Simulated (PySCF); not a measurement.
PySCF was given this input:
```python
from pyscf import gto, scf, dft

mol = gto.Mole()
mol.atom = '''
    Si   -0.025752   -0.649818    0.028474
    Cl    1.719951    0.296960    0.031048
    Cl   -1.691219    0.428031   -0.062817
    H    -0.093101   -1.563016    1.200824
    H    -0.034800   -1.664367   -1.059403
'''
mol.basis = 'def2-tzvp'
mol.charge = 1
mol.spin = 1
mol.verbose = 4
mol.build()

mf = dft.UKS(mol)
mf.xc = 'pbe0'
mf.kernel()
```

**Question.** What does this run give for the HOMO energy, Mulliken (on the basis functions themselves) charges in atom order, number of basis functions, total energy, nuclear repulsion energy, <S^2>?

**Answer.** 
The HOMO energy comes out as -15.56 eV. The Mulliken (on the basis functions themselves) charges in atom order is Si1 0.39, Cl2 0.11, Cl3 0.11, H4 0.19, H5 0.19, the number of basis functions is 123 and the total energy is -1210.3919 Eh. The nuclear repulsion energy is 194.4461 Eh and the <S^2> is 0.759.

These values belong to the state on which the SCF converged, which isn't shown to be the lowest.

**Question.** Roughly what does it cost on one core?

**Answer.** roughly 22 core-seconds.
